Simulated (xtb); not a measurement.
AgCl, SMILES [Cl][Ag], multiplicity 1. All values are semi-empirical tight-binding results from xtb (GFN2-xTB unless named), good for trends rather than for accurate numbers. The structure is a stationary point at GFN2-xTB. The spin state was assumed, not searched.

For metal compounds this method's bond lengths and energies can be far off.

```yaml
point_group_as_xtb_finds_it: C∞v
orbital_gap: 4.12 eV
```
